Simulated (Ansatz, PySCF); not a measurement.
Process, species as SMILES: I (HI) → I atom + H atom (the H-I bond at the site shown breaks; other sites are not compared here)
Structures are relaxed separately at B3LYP-D3(BJ)/def2-TZVP in Ansatz (an electronic-structure program).

Wanted: bond dissociation energy (enthalpy at 298 K, with B3LYP-D3(BJ) rigid-rotor harmonic-oscillator terms from PySCF), in kcal/mol. Valence correlation only, unless marked. Open shells are spin-unrestricted. No spin-orbit coupling. Frozen are the shells of the preceding noble gas and the d and f shells that filled before the atom's block. Past Kr the def2 sets carry scalar-relativistic core potentials. STO-3G rows are all-electron and non-relativistic. CBS(X,Y): correlation extrapolated as X^-3; Hartree-Fock from the larger set. [CCSD(T)-MP2]/basis is that difference in the basis named.

From measured enthalpies of formation at 298 K: 71.3 kcal/mol (I (HI) 6.3, ATcT 1.112; I atom 25.5, ATcT 1.112; H atom 52.1, ATcT 1.112). It holds spin-orbit effects, which the calculations lack, and core correlation, which the frozen-core levels lack.

| level | program | bond dissociation energy (kcal/mol) | error against measurement |
|---|---|---|---|
| HF/def2-QZVPPD | Ansatz | 50.5 | -20.8 |
| SVWN5/def2-TZVPD | Ansatz | 89.3 | 18.0 |
| PBE/def2-TZVPD | Ansatz | 76.8 | 5.5 |
| BLYP/def2-TZVPD | Ansatz | 75.9 | 4.6 |
| PBE0-D4/def2-TZVP | Ansatz + dftd4 | 75.2 | 3.9 |
| PBE0/def2-TZVP | Ansatz | 75.0 | 3.7 |
| PW6B95-D3(BJ)/def2-TZVPD | PySCF + dftd3 | 76.6 | 5.3 |
| HSE06-D3(BJ)/def2-TZVPD | Ansatz + dftd3 | 75.6 | 4.3 |
| HSE06/def2-TZVPD | Ansatz | 75.4 | 4.1 |
| CAM-B3LYP/def2-TZVPD | Ansatz | 75.7 | 4.4 |
| MP2/STO-3G | Ansatz | 76.2 | 4.9 |
| MP2/def2-TZVPPD | Ansatz | 73.7 | 2.4 |
| MP2/def2-QZVPPD | Ansatz | 75.0 | 3.7 |
| SCS-MP2/STO-3G | Ansatz | 77.9 | 6.6 |
| CCSD/def2-SVPD | Ansatz | 71.4 | 0.1 |
| CCSD(T)/def2-SVP | Ansatz | 70.5 | -0.8 |
| CCSD(T)/def2-TZVPPD | Ansatz | 75.5 | 4.2 |
| CCSD(T)/def2-QZVPP | Ansatz | 76.5 | 5.2 |
| RI-MP2/CBS(def2-TZVPP,def2-QZVPP)+[CCSD(T)-MP2]/def2-TZVPP | Ansatz | 77.8 | 6.5 |
| RI-MP2/CBS(def2-TZVPPD,def2-QZVPPD)+[CCSD(T)-MP2]/def2-QZVPPD | Ansatz | 77.5 | 6.2 |
| CCSD(T)/CBS(def2-TZVPPD,def2-QZVPPD) | Ansatz | 77.3 | 6.0 |
